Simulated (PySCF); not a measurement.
**From r²SCAN to CCSD(T): MCs along the alkali metals**

r²SCAN and CCSD(T) in PySCF with def2-SVPD on every atom (core potentials on Rb, Cs), for the lowest determinant that a PBE0 search found; no spin–orbit coupling.

| molecule | state (unpaired electrons) | r²SCAN Re (Å) | r²SCAN ωe (cm⁻¹) | r²SCAN De (eV) | CCSD(T) Re (Å) | CCSD(T) ωe (cm⁻¹) | CCSD(T) De (eV) |
| --- | --- | --- | --- | --- | --- | --- | --- |
| CsLi | singlet (closed shell) | 3.843 | 168 | 0.52 | 3.789 | 171 | 0.61 |
| CsNa | singlet (closed shell) | 3.995 | 92.7 | 0.48 | 3.960 | 93.4 | 0.55 |
| CsK | singlet (closed shell) | 4.465 | 64.4 | 0.34 | ? | ? | ? |
| CsRb | singlet (closed shell) | 4.613 | 46.4 | 0.30 | 4.571 | 42.9 | 0.36 |
| Cs2 | singlet (closed shell) | 4.859 | 38.7 | 0.27 | 4.790 | 36.3 | 0.36 |

Q: Estimate the CCSD(T) values of CsK by adding the mean shift from r²SCAN to CCSD(T) of the other rows, and compare with the calculation.

A: The mean shifts are -5.0 pm, -1 cm⁻¹ and +0.08 eV, which give 4.415 Å, 63.9 cm⁻¹ and 0.42 eV. CCSD(T)/def2-SVPD gives Re = 4.402 Å, ωe = 64.6 cm⁻¹, De = 0.45 eV.

Q: What are the mean differences of r²SCAN from CCSD(T) over the whole series?

A: Re +5.3 pm, ωe +0 cm⁻¹, De -0.08 eV.

In a basis of this size CCSD(T) is itself not converged; it tends to give bonds that are too long and too weak.

Correlated steps freeze the inner cores (0 to 5 orbitals); shallow outer-core shells are correlated. Closed-shell solutions of metal pairs were not tested for spin polarisation, which can lower them a little. Weak bonds: Cs2, CsK, CsNa, CsRb. Basis-set superposition, not corrected here, can be much of De in a small basis, most of all at correlated wavefunction levels. Functionals without a dispersion term scatter widely for such bonds, and LDA overbinds them. Spin–orbit coupling is left out. Where the molecule has an RHF reference, its open-shell atoms are computed with UHF.
